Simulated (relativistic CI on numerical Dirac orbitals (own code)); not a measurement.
## Electric-dipole lines of Te I

These numbers are calculated, not measured: Dirac-Coulomb-Breit CI, separate exchange-only KLI orbitals for each configuration, model QED (radiative potential, 1s self-energy scaled to tabulated hydrogen-like ionisation energies), valence Slater integrals scaled by 0.85, configuration energies shifted to the measured levels that pair with them (semi-empirical) (own radial code, finite nucleus).

Configuration list (outside the closed core [Kr] 4d10): 5s2 5p4, 5s2 5p3 6s, 5s2 5p3 6p, 5s2 5p3 5d, 5s 5p5, 5s2 5p3 7s, 5s2 5p2 5d2, 5s2 5p3 7p, 5s2 5p3 6d, 5s2 5p3 4f, 5s2 5p3 7d, 5s2 5p3 5f, 5s2 5p3 5g, 5s2 5p3 6f, 5s2 5p3 7f, 5p6. Levels of other configurations are missing.

| λ vac (Å) | Lower | Upper | A (s⁻¹) | log gf | S velocity/length |
| --- | --- | --- | --- | --- | --- |
| 1699.4 | 5s2 5p4 3P_2 [1] | 5s2 5p3 5d 3D°_3 [25] | 3.09e+08 | -0.03 | 1.10 |
| 1702.2 | 5s2 5p4 3P_2 [1] | 5s2 5p3 5d 3D°_1 [24] | 9.84e+06 | -1.89 | 1.30 |
| 1791.0 | 5s2 5p4 3P_2 [1] | 5s2 5p3 5d 5D°_1 [20] | 2.95e+06 | -2.37 | 1.06 |
| 1795.6 | 5s2 5p4 3P_2 [1] | 5s2 5p3 5d 5D°_3 [15] | 2.49e+07 | -1.07 | 0.63 |
| 1822.2 | 5s2 5p4 3P_2 [1] | 5s2 5p3 6s 3D°_2 [12] | 1.49e+08 | -0.43 | 0.70 |
| 1828.5 | 5s2 5p4 3P_2 [1] | 5s2 5p3 6s 3D°_1 [11] | 4.32e+06 | -2.19 | 0.69 |
| 1838.4 | 5s2 5p4 3P_0 [2] | 5s2 5p3 5d 3D°_1 [24] | 1.34e+08 | -0.69 | 1.14 |
| 1849.7 | 5s2 5p4 3P_1 [3] | 5s2 5p3 5d 3D°_1 [24] | 1.10e+08 | -0.77 | 1.07 |
| 1942.4 | 5s2 5p4 3P_0 [2] | 5s2 5p3 5d 5D°_1 [20] | 5.64e+05 | -3.02 | 0.60 |
| 1955.0 | 5s2 5p4 3P_1 [3] | 5s2 5p3 5d 5D°_1 [20] | 1.76e+05 | -3.52 | 0.61 |
| 1955.6 | 5s2 5p4 3P_1 [3] | 5s2 5p3 5d 5D°_0 [19] | 2.37e+06 | -2.87 | 0.84 |
| 1955.8 | 5s2 5p4 3P_1 [3] | 5s2 5p3 5d 5D°_2 [18] | 1.89e+05 | -3.27 | 1.65 |
| 1992.2 | 5s2 5p4 3P_1 [3] | 5s2 5p3 6s 3D°_2 [12] | 2.61e+07 | -1.11 | 0.57 |
| 1999.7 | 5s2 5p4 3P_1 [3] | 5s2 5p3 6s 3D°_1 [11] | 9.77e+07 | -0.76 | 0.63 |
| 2109.4 | 5s2 5p4 1D_2 [4] | 5s2 5p3 5d 3D°_3 [25] | 3.44e+06 | -1.79 | 1.38 |
| 2113.8 | 5s2 5p4 1D_2 [4] | 5s2 5p3 5d 3D°_1 [24] | 2.85e+05 | -3.24 | 0.73 |
| 2198.3 | 5s2 5p4 3P_2 [1] | 5s2 5p3 6s 3S°_1 [7] | 3.33e+08 | -0.14 | 0.66 |
| 2253.5 | 5s2 5p4 1D_2 [4] | 5s2 5p3 5d 5D°_2 [18] | 6.75e+06 | -1.59 | 0.52 |
| 2302.0 | 5s2 5p4 1D_2 [4] | 5s2 5p3 6s 3D°_2 [12] | 1.97e+07 | -1.11 | 0.64 |
| 2312.0 | 5s2 5p4 1D_2 [4] | 5s2 5p3 6s 3D°_1 [11] | 1.83e+07 | -1.36 | 0.69 |
| 2430.9 | 5s2 5p4 3P_0 [2] | 5s2 5p3 6s 3S°_1 [7] | 5.07e+07 | -0.87 | 0.61 |
| 2450.6 | 5s2 5p4 3P_1 [3] | 5s2 5p3 6s 3S°_1 [7] | 1.04e+08 | -0.55 | 0.64 |

Terms are leading LS components. Brackets give the number of a level in order of energy, since labels repeat. The list gives strong lines, with weight on those to low levels, without configurations that were not tied to measured data, among the lowest 125 of 511 levels, so that lines to higher ones, which can be the strongest, are missing, and without lines across small gaps between configurations, and without 104 lines that miss the measured interval by over 3.5 %, start from a term whose rates miss tabulated ones by over 60 %, have gauges far apart or, lacking measured levels, span too small a gap for the errors found; lines with a level outside our table were not tested and can miss by more. Levels whose partners in the same complex of configurations lie outside the list can be far off, and so can their lines. Rates are taken at the computed energies, electric ones in the length gauge. A velocity-to-length ratio far from 1 marks an uncertain rate.

Configurations whose levels could be paired with our table of measured levels were shifted onto them, all but the ground configuration, by the median error of their levels; single terms can still be off by 1,000 to 2,000 cm⁻¹ or more, and rates follow the energies as ν³ (E1, M1) or ν⁵ (E2). The others borrow a shift and can be off by several thousand cm⁻¹ or more. The fine structure of a lone outer electron comes out too small, for d and f at times inverted, and misplaced configurations move strength between like terms. 21 of the 23 excited levels that our extract of the measured tables holds in this range could be paired (the sources list more); they are missed by 342 cm⁻¹ on average and 2726 at most, after the shifts were fitted to these levels, and levels without a partner can miss by more.

LS names give the leading component of a level, which can be under half, so a name can repeat, a term be missing and a line seem to break the LS rules.
